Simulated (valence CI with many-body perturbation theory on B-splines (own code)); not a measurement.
## Re25+: E2, M1 decay

Level of theory: relativistic CI+MBPT: four valence electrons over a frozen Dirac-Fock core [Kr] 4d10, radial functions for each j: 7 s, 7 p, 7 d, 7 f, 4 g, 2 h, with the one-electron correlation potential Σ1 (screened to all orders), the two-electron term Σ2, the three-electron term Σ3, Breit, model QED; selected single and double excitations, second order for the rest, scaled by the run's own slope (own B-spline code, finite nucleus).

No measured levels were compared; by estimate terms of the open shell hold to a few per cent of their energy, and close levels can change places.

Lines 51 to 100 of 120 in falling wavelength, among levels below 1278100 cm⁻¹, chosen from the decays that carry over 1 % of a level's rate. Wavelengths and rates use the calculated energies, so an error of 2000 cm⁻¹ moves a line at 3363 Å by 6.7 % and its rate by three times that or more. Electric multipoles are in the length gauge, E1 and E2 with the static RPA response of the core. S is in atomic units (e²a₀⁴ for E2 and M2, e²a₀⁶ for E3), for M1 in squared Bohr magnetons. Weak lines are less certain than strong ones. Lines between different terms over intervals too small for the method are left out, as are lines whose strength nearly cancels. Where a level lies close to another of its J and parity, the split of strength between their lines is uncertain.

Names give the largest LS component (configuration and term), which can be under half, so a name can repeat, a term be missing and a line seem to break the LS rules; names also repeat where a configuration has a term twice. Letters in brackets count levels of one name in rising energy.

| λ vac (Å) | Upper | Lower | Type | A (s⁻¹) | S (a.u.) |
| --- | --- | --- | --- | --- | --- |
| 3363 | 4f4 3G_3 [a] | 4f4 5F_3 | M1 | 1.86e+02 | 1.84e+00 |
| 3315 | 4f4 3I_5 [a] | 4f4 3K_6 [a] | M1 | 1.56e+01 | 2.32e-01 |
| 3307 | 4f4 3M_8 [a] | 4f4 5I_7 | M1 | 1.34e+02 | 3.05e+00 |
| 3289 | 4f4 3P_1 [a] | 4f4 5S_2 | M1 | 2.97e+02 | 1.18e+00 |
| 3241 | 4f4 3K_6 [a] | 4f4 5I_6 | M1 | 1.16e+02 | 1.91e+00 |
| 3215 | 4f4 3H_5 [a] | 4f4 3K_6 [a] | M1 | 1.45e+01 | 1.96e-01 |
| 3159 | 4f4 3P_1 [a] | 4f4 5G_2 | M1 | 3.56e+01 | 1.25e-01 |
| 3115 | 4f4 1D_2 [a] | 4f4 5S_2 | M1 | 3.12e+02 | 1.75e+00 |
| 3105 | 4f4 5G_4 | 4f4 3G_4 [a] | M1 | 2.33e+02 | 2.33e+00 |
| 2966 | 4f4 3M_8 [b] | 4f4 3L_7 | M1 | 1.88e+02 | 3.10e+00 |
| 2955 | 4f4 3K_7 [a] | 4f4 3K_6 [a] | M1 | 6.69e+02 | 9.60e+00 |
| 2881 | 4f4 5F_5 [a] | 4f4 5I_6 | M1 | 6.40e+01 | 6.24e-01 |
| 2865 | 4f4 3F_4 [a] | 4f4 5G_3 | M1 | 1.61e+01 | 1.26e-01 |
| 2844 | 4f4 5F_5 [b] | 4f4 3G_4 [a] | M1 | 4.40e+01 | 4.13e-01 |
| 2837 | 4f4 3L_7 | 4f4 5I_6 | M1 | 3.72e+02 | 4.72e+00 |
| 2819 | 4f4 3D_3 | 4f4 5G_3 | M1 | 9.20e+01 | 5.35e-01 |
| 2783 | 4f4 5F_2 [a] | 4f4 5I_4 | E2 | 2.12e-02 | 1.58e-02 |
| 2761 | 4f4 5F_2 [b] | 4f4 5F_1 | M1 | 2.89e+02 | 1.13e+00 |
| 2712 | 4f4 1D_2 [a] | 4f4 5F_3 | M1 | 2.16e+01 | 7.98e-02 |
| 2687 | 4f4 3D_3 | 4f4 5S_2 | M1 | 7.97e+01 | 4.01e-01 |
| 2599 | 4f4 3D_3 | 4f4 5G_2 | M1 | 1.40e+01 | 6.36e-02 |
| 2413 | 4f4 3F_4 [a] | 4f4 5F_3 | M1 | 8.64e+01 | 4.05e-01 |
| 2395 | 4f4 3F_2 [a] | 4f4 5G_3 | M1 | 4.62e+02 | 1.18e+00 |
| 2392 | 4f4 5D_1 | 4f4 5S_2 | M1 | 2.02e+00 | 3.07e-03 |
| 2355 | 4f4 3P_1 [a] | 4f4 5F_1 | M1 | 2.96e+02 | 4.30e-01 |
| 2322 | 4f4 5D_1 | 4f4 5G_2 | M1 | 1.73e+00 | 2.41e-03 |
| 2310 | 4f4 5D_0 | 4f4 5F_1 | M1 | 3.96e-01 | 1.81e-04 |
| 2305 | 4f4 5F_2 [b] | 4f4 5F_2 [a] | M1 | 1.62e+01 | 3.67e-02 |
| 2295 | 4f4 3M_9 | 4f4 5I_8 | M1 | 1.98e+02 | 1.68e+00 |
| 2269 | 4f4 3K_6 [a] | 4f4 5I_5 | M1 | 5.99e+02 | 3.37e+00 |
| 2265 | 4f4 1D_2 [a] | 4f4 5F_1 | M1 | 2.58e+02 | 5.55e-01 |
| 2234 | 4f4 3F_2 [a] | 4f4 5G_2 | M1 | 4.19e+02 | 8.66e-01 |
| 2222 | 4f4 3I_5 [a] | 4f4 3G_4 [a] | M1 | 1.47e+02 | 6.59e-01 |
| 2214 | 4f4 3G_4 [a] | 4f4 5I_4 | M1 | 4.47e+02 | 1.62e+00 |
| 2177 | 4f4 3H_5 [a] | 4f4 3G_4 [a] | M1 | 7.85e+01 | 3.30e-01 |
| 2144 | 4f4 3F_4 [a] | 4f4 3G_4 [a] | M1 | 2.61e+02 | 8.58e-01 |
| 2119 | 4f4 3D_3 | 4f4 3G_4 [a] | M1 | 2.97e+01 | 7.33e-02 |
| 2087 | 4f4 5F_5 [a] | 4f4 5I_5 | M1 | 1.01e+02 | 3.76e-01 |
| 2071 | 4f4 3F_2 [a] | 4f4 5F_3 | M1 | 7.50e+01 | 1.23e-01 |
| 1987 | 4f4 3M_8 [b] | 4f4 5I_8 | M1 | 7.38e+01 | 3.65e-01 |
| 1985 | 4f4 5F_3 | 4f4 5I_4 | M1 | 2.97e+01 | 6.03e-02 |
| 1982 | 4f4 5D_0 | 4f4 5F_2 [a] | E2 | 9.66e-01 | 2.64e-02 |
| 1975 | 4f4 3P_0 [a] | 4f4 5F_1 | M1 | 1.39e+02 | 3.96e-02 |
| 1975 | 4f4 5F_4 | 4f4 5I_5 | M1 | 8.98e+01 | 2.31e-01 |
| 1967 | 4f4 3L_8 | 4f4 5I_7 | M1 | 5.95e+01 | 2.85e-01 |
| 1954 | 4f4 5F_5 [b] | 4f4 5I_6 | M1 | 1.24e+02 | 3.78e-01 |
| 1949 | 4f4 1D_2 [a] | 4f4 5F_2 [a] | M1 | 3.01e+01 | 4.13e-02 |
| 1913 | 4f4 5G_6 | 4f4 5I_7 | M1 | 9.70e+01 | 3.27e-01 |
| 1838 | 4f4 3K_7 [a] | 4f4 5I_7 | M1 | 4.32e+01 | 1.49e-01 |
| 1800 | 4f4 3F_2 [a] | 4f4 5F_1 | M1 | 2.30e+02 | 2.49e-01 |
